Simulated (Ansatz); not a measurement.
Input for Ansatz (a program for electronic structure): R-BLYP/def2-TZVPP on GeH3N (SMILES [NH2][GeH]), a point of a torsion scan.

Ansatz 0.2 input:
```yaml
crystal:
  periodic: [false, false, false]
  atoms:
    - {symbol: N, position_ang: [-0.73599918, -0.03693569, -0.26039255]}
    - {symbol: Ge, position_ang: [0.98510842, -0.75493253, -0.43156610]}
    - {symbol: H, position_ang: [-1.36359129, -0.56423305, 0.33800468]}
    - {symbol: H, position_ang: [-0.77563775, 0.92429028, 0.06142988]}
    - {symbol: H, position_ang: [1.46622162, -0.71423726, 1.20723426]}
basis:
  gaussian:
    orbitals: def2-TZVPP
hamiltonian:
  xc: {name: BLYP}
scf: {lower_state_search: off}
```

Output:

```
WARN ansatz: RAYON_NUM_THREADS=1 ignored (pool sized by the plan → 1); use --threads N
Functional definition: BLYP
these checks for a lower state are left out or cut short: stability, starts, cluster_reference, orbital_swaps, neighbouring_geometries, increment
integrals: 0.03 GiB planned
690 factors; their error is unknown
mean field: 0.29 GiB planned
mean field evaluation 1: about -58046.0499 eV, gradient 8.1e1 eV
mean field evaluation 2: about -57968.7932 eV, gradient 1.6e2 eV
mean field evaluation 4: about -58057.4487 eV, gradient 9.3e0 eV
mean field evaluation 8: about -58057.7787 eV, gradient 7.6e-2 eV
mean field evaluation 16: about -58057.7650 eV, gradient 2.3e-5 eV
mean field -58057.76503720 eV, -2133.5835121507 hartree, gradient 4.4e-6 eV, S^2 0.000000; 0 other end points of the search recorded, 0 dependent functions left out
reference -58057.76529503 eV, -2133.5835216257 hartree; 21, 21 occupied and 100, 100 virtual orbitals, 690 factors
Total energy: -58057.76529503 eV, -2133.5835216257 hartree
Checks for a lower state left out: stability, starts, cluster_reference, orbital_swaps, neighbouring_geometries, increment
```

Self-consistency was reached.

Cost: roughly 0.8 core-seconds.
